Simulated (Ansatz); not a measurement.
Relaxation of F₅H₅SiW (12 atoms, charge 0, multiplicity 1), to a largest force component of 0.03 eV/Å in at most 50 steps.

These are results of RKS PBE/def2-SVP in Ansatz, not measurements.

```xyz
12
Properties=species:S:1:pos:R:3:forces:R:3
W -0.071 -0.176 -0.187 -0.03 0.15 -0.29
F 0.211 -0.780 1.549 -0.15 -0.58 0.32
F 1.758 -0.532 -0.409 -0.01 -0.03 -0.01
F 0.371 1.221 -1.363 0.01 0.00 0.01
F -1.411 0.805 0.687 0.01 -0.01 0.01
H -0.085 -1.859 -0.455 0.00 0.01 0.01
F -1.427 -0.520 -1.431 -0.01 -0.02 0.00
Si 1.971 2.315 1.593 0.42 0.51 0.10
H 3.086 1.800 2.457 -0.02 0.00 -0.01
H 2.497 2.791 0.272 -0.03 -0.02 0.03
H 1.204 3.397 2.291 0.02 0.03 0.01
H 1.032 1.187 1.388 -0.20 -0.04 -0.16
```

Task: Where does it end, and by what steps?

Result: It converged. After 5 steps the energy has fallen by 0.117 eV; F2 moved furthest, 0.36 Å.

| step | energy less start (eV) | largest force component (eV/Å) | accepted |
| --- | --- | --- | --- |
| 0 | 0.0000 | 0.581 | yes |
| 1 | -0.0894 | 0.157 | yes |
| 2 | -0.1082 | 0.147 | yes |
| 3 | -0.1143 | 0.056 | yes |
| 4 | -0.1161 | 0.053 | yes |
| 5 | -0.1167 | 0.016 | yes |

```xyz
12
Properties=species:S:1:pos:R:3
W -0.135 -0.315 -0.222
F 0.068 -1.101 1.464
F 1.695 -0.686 -0.365
F 0.384 1.125 -1.306
F -1.436 0.650 0.721
H -0.182 -1.965 -0.635
F -1.494 -0.519 -1.492
Si 2.063 2.507 1.646
H 3.142 1.916 2.503
H 2.621 2.978 0.336
H 1.370 3.628 2.364
H 1.039 1.430 1.377
```

Whether the end is a true minimum wasn't checked by a vibrational analysis.

Run time: 12 s on 4 threads of Arm Neoverse V2, on a shared host, peak memory 0.21 GiB.
